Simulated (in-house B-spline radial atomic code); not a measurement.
## Ionising Ir VIII (Ir7+) with different functionals

Computed with a radial B-spline atomic code at the basis-set limit: scalar-relativistic (spin-free X2C) Hamiltonian, Fermi nucleus of rms radius 5.4032 fm, spin-polarised at highest spin, spherical fractional occupations for the functionals, and exact exchange of hybrids averaged over the configuration. The ionisation energy is the difference of two self-consistent energies, [Xe] 4f14 5d2 → [Xe] 4f14 5d1, without Breit or QED terms; ε is the level of the shell that loses the electron (its least bound occupied spin orbital). There is no spin-orbit coupling in this Hamiltonian.

| method | rung | ΔSCF (eV) | -ε(5d) (eV) |
| --- | --- | --- | --- |
| PBE0 | global hybrid | 105.28 | 99.35 |
| B3LYP | global hybrid | 105.32 | 98.90 |
| TPSSh | global hybrid | ? | ? |
| M06-2X | global hybrid | ? | ? |
| BHandHLYP | global hybrid | 105.17 | 101.33 |
| r2SCAN0 | global hybrid | 105.26 | 99.42 |
| B97-1 | global hybrid | 105.12 | 98.83 |
| HSE06 | range-separated hybrid | 105.22 | 98.87 |
| wB97X | range-separated hybrid | 104.80 | 101.58 |
| CAM-B3LYP | range-separated hybrid | 105.29 | 100.83 |
| LC-wPBE | range-separated hybrid | 105.24 | 102.27 |

**Question.** What does TPSSh give?

**Answer.** ΔSCF 105.16 eV, and -ε(5d) = 97.96 eV.

**Question.** What does M06-2X give?

**Answer.** ΔSCF 105.41 eV, and -ε(5d) = 101.82 eV.

**Question.** Among the functionals, which spreads more, the ΔSCF values or the orbital energies?

**Answer.** The orbital energies: ΔSCF values span about 0.61 eV and the orbital energies 4.30 eV; here energy differences depend much less on the functional than eigenvalues do.

**Question.** How do they compare with the NIST value?

**Answer.** NIST lists 105 eV ± 2.1 (tabulated theory, ground level to ground level). Errors run from -0.20 to +0.41 eV; all lie within about twice that uncertainty, so the table can't rank the methods.
